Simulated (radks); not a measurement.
These are the eigenvalues of the occupied orbitals of an atom or ion with whole-number occupations (hartree). Calculated with a radial shooting solver on a logarithmic mesh with Libxc functionals: scalar-relativistic Kohn-Sham, SCAN, spin-unpolarised, spherical densities, finite nucleus; meta-GGA in the generalised Kohn-Sham scheme; Fermi nuclear charge, rms radius of each element as measured or else 0.836 A^(1/3) + 0.57 fm.

orbital  eigenvalue
1s        -165.1169
2s        -31.00130
2p        -28.51625

Which element is it, and in what charge state? The configuration may be excited.

Answer. Z = 20, calcium, charge +13: Ca13+ in [He] 2s2 2p3. The list shows which subshells hold electrons but not how many an open one holds; the 1s level, -165.12 hartree, gives Z - s = 18.2 by -(Z - s)^2/2, which with screening and relativity narrows Z to a few neighbours, and the depths of the outer levels then fix element, charge and occupations together.
